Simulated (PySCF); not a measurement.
Zinc: a sound run and one with changed settings

Sound run: Zn⁺ [Ar] 3d10 4s1, Zn²⁺ [Ar] 3d10. Computed with PySCF 2.14 in x2c-TZVPall (6s5p4d1f, 48 functions), with scalar relativity by spin-free X2C-1e. In the sound run the correlated levels freeze [Ar]. The sound run starts from symmetry-adapted Hartree-Fock orbitals and uses a fine grid where one is needed.

A second run was set up differently.

| species | method | sound run (hartree) | changed run (hartree) | converged |
| --- | --- | --- | --- | --- |
| Zn⁺ | UHF | -1793.96788 | -1793.96788 | yes |
| Zn⁺ | B3LYP | -1795.60853 | -1795.60853 | yes |
| Zn⁺ | TPSS | -1795.56691 | -1795.56691 | yes |
| Zn⁺ | MP2 | -1794.33779 | -1794.21844 | yes |
| Zn⁺ | CCSD(T) | -1794.30949 | -1794.30949 | yes |
| Zn²⁺ | UHF | -1793.34765 | -1793.34765 | yes |
| Zn²⁺ | B3LYP | -1794.92033 | -1794.92033 | yes |
| Zn²⁺ | TPSS | -1794.88856 | -1794.88856 | yes |
| Zn²⁺ | MP2 | -1793.69042 | -1793.58413 | yes |
| Zn²⁺ | CCSD(T) | -1793.66343 | -1793.66343 | yes |

Ionisation energy of Zn⁺:

| method | sound run (eV) | changed run (eV) |
| --- | --- | --- |
| UHF | 16.877 | 16.877 |
| B3LYP | 18.727 | 18.727 |
| TPSS | 18.459 | 18.459 |
| MP2 | 17.616 | 17.260 |
| SCS-MP2 | 17.491 | 17.186 |
| CCSD | 17.531 | 17.531 |
| CCSD(T) | 17.580 | 17.580 |

(1) What was changed?
A. radial grid too coarse
B. level shift left on
C. all electrons correlated in a valence basis
D. a valence shell is frozen

## Answers

(1) B. It used initial guess atom, at most 50 SCF cycles, level shift 2.0 hartree. A level shift leaves the converged SCF energy unchanged but raises the virtual orbital energies, which shrinks MP2 if it is not removed.
